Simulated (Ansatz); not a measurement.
Ansatz (an electronic-structure program) input (B3LYP-D3(BJ)/def2-TZVP):

Ansatz 0.2 input:
```yaml
crystal:
  periodic: [false, false, false]
  atoms:
    - {symbol: Cr, position_ang: [-0.00000000, 0.00000000, -0.00000000]}
    - {symbol: O, position_ang: [-1.11336117, -1.17073606, -0.14895301]}
    - {symbol: O, position_ang: [-0.05768559, 1.30204394, -0.96630065]}
    - {symbol: O, position_ang: [1.17104676, -0.13130788, 1.11525367]}
basis:
  gaussian:
    orbitals: def2-TZVP
hamiltonian:
  xc: b3lyp
  dispersion: d3bj
total_charge: -1
magnetization: {spin_polarized: true, initial_magnetization: 1}
phonons: {temperatures: {t_min: 298.15, t_max: 298.15, t_step: 100}}
```

Output:

```
Functional definition: B3LYP
integrals: 0.05 GiB planned
939 factors; their error is unknown
mean field: 0.71 GiB planned
mean field evaluation 1: about -34549.0398 eV, gradient 8.0e1 eV
mean field evaluation 2: about -34059.7849 eV, gradient 4.2e2 eV
mean field evaluation 4: about -34556.5474 eV, gradient 7.1e1 eV
mean field evaluation 8: about -34568.7895 eV, gradient 1.3e0 eV
mean field evaluation 16: about -34568.9215 eV, gradient 2.5e-3 eV
mean field -34568.92154512 eV, -1270.3844351264 hartree, gradient 2.5e-5 eV, S^2 0.778550; 0 other end points of the search recorded, 0 dependent functions left out
the calculation of the forces begins
reference -34568.92179386 eV, -1270.3844442677 hartree; 25, 24 occupied and 113, 114 virtual orbitals, 939 factors
these checks for a lower state are left out or cut short: stability, starts, cluster_reference, orbital_swaps, neighbouring_geometries, increment
integrals: 0.05 GiB planned
939 factors; their error is unknown
mean field: 0.71 GiB planned
mean field evaluation 32: about -34568.9214 eV, gradient 2.7e-6 eV
mean field -34568.92139713 eV, -1270.3844296878 hartree, gradient 2.7e-6 eV, S^2 0.778554; 0 other end points of the search recorded, 0 dependent functions left out
the calculation of the forces begins
reference -34568.92164587 eV, -1270.3844388292 hartree; 25, 24 occupied and 113, 114 virtual orbitals, 939 factors
these checks for a lower state are left out or cut short: stability, starts, cluster_reference, orbital_swaps, neighbouring_geometries, increment
integrals: 0.05 GiB planned
939 factors; their error is unknown
mean field: 0.71 GiB planned
mean field -34568.92139740 eV, -1270.3844296981 hartree, gradient 2.0e-6 eV, S^2 0.778554; 0 other end points of the search recorded, 0 dependent functions left out
the calculation of the forces begins
reference -34568.92164615 eV, -1270.3844388392 hartree; 25, 24 occupied and 113, 114 virtual orbitals, 939 factors
these checks for a lower state are left out or cut short: stability, starts, cluster_reference, orbital_swaps, neighbouring_geometries, increment
integrals: 0.05 GiB planned
939 factors; their error is unknown
mean field: 0.71 GiB planned
mean field -34568.92148229 eV, -1270.3844328175 hartree, gradient 2.9e-6 eV, S^2 0.778364; 0 other end points of the search recorded, 0 dependent functions left out
the calculation of the forces begins
reference -34568.92173102 eV, -1270.3844419582 hartree; 25, 24 occupied and 113, 114 virtual orbitals, 939 factors
these checks for a lower state are left out or cut short: stability, starts, cluster_reference, orbital_swaps, neighbouring_geometries, increment
integrals: 0.05 GiB planned
939 factors; their error is unknown
mean field: 0.71 GiB planned
mean field -34568.92151284 eV, -1270.3844339401 hartree, gradient 2.2e-6 eV, S^2 0.778739; 0 other end points of the search recorded, 0 dependent functions left out
the calculation of the forces begins
reference -34568.92176160 eV, -1270.3844430819 hartree; 25, 24 occupied and 113, 114 virtual orbitals, 939 factors
these checks for a lower state are left out or cut short: stability, starts, cluster_reference, orbital_swaps, neighbouring_geometries, increment
integrals: 0.05 GiB planned
939 factors; their error is unknown
mean field: 0.71 GiB planned
mean field -34568.92150148 eV, -1270.3844335226 hartree, gradient 2.3e-6 eV, S^2 0.778415; 0 other end points of the search recorded, 0 dependent functions left out
the calculation of the forces begins
reference -34568.92175020 eV, -1270.3844426632 hartree; 25, 24 occupied and 113, 114 virtual orbitals, 939 factors
these checks for a lower state are left out or cut short: stability, starts, cluster_reference, orbital_swaps, neighbouring_geometries, increment
integrals: 0.05 GiB planned
939 factors; their error is unknown
mean field: 0.71 GiB planned
mean field evaluation 64: about -34568.9215 eV, gradient 1.9e-6 eV
mean field -34568.92152375 eV, -1270.3844343413 hartree, gradient 1.9e-6 eV, S^2 0.778686; 0 other end points of the search recorded, 0 dependent functions left out
the calculation of the forces begins
reference -34568.92177252 eV, -1270.3844434832 hartree; 25, 24 occupied and 113, 114 virtual orbitals, 939 factors
these checks for a lower state are left out or cut short: stability, starts, cluster_reference, orbital_swaps, neighbouring_geometries, increment
integrals: 0.05 GiB planned
939 factors; their error is unknown
mean field: 0.71 GiB planned
mean field -34568.92150707 eV, -1270.3844337283 hartree, gradient 2.2e-6 eV, S^2 0.778760; 0 other end points of the search recorded, 0 dependent functions left out
the calculation of the forces begins
reference -34568.92175584 eV, -1270.3844428702 hartree; 25, 24 occupied and 113, 114 virtual orbitals, 939 factors
these checks for a lower state are left out or cut short: stability, starts, cluster_reference, orbital_swaps, neighbouring_geometries, increment
integrals: 0.05 GiB planned
939 factors; their error is unknown
mean field: 0.71 GiB planned
mean field -34568.92147300 eV, -1270.3844324762 hartree, gradient 1.8e-6 eV, S^2 0.778343; 0 other end points of the search recorded, 0 dependent functions left out
the calculation of the forces begins
reference -34568.92172173 eV, -1270.3844416167 hartree; 25, 24 occupied and 113, 114 virtual orbitals, 939 factors
Total energy: -34569.04800324 eV, -1270.3890823766 hartree
Atom 0 at     0.000000     0.000000     0.000000 Å, force     0.000020     0.000021     0.000003 eV/Å
Atom 1 at    -1.113361    -1.170736    -0.148953 Å, force    -0.000156    -0.000164    -0.000021 eV/Å
Atom 2 at    -0.057686     1.302044    -0.966301 Å, force    -0.000036     0.000193    -0.000167 eV/Å
Atom 3 at     1.171047    -0.131308     1.115254 Å, force     0.000172    -0.000050     0.000186 eV/Å
Dipole moment:     0.000001     0.000001     0.000000 e Å
Vibrations: 124.54 345.10 345.10 908.71 997.96 997.96 cm⁻¹, zero-point energy 0.230571 eV
```

The spin state was set by rule; other spins were not relaxed.
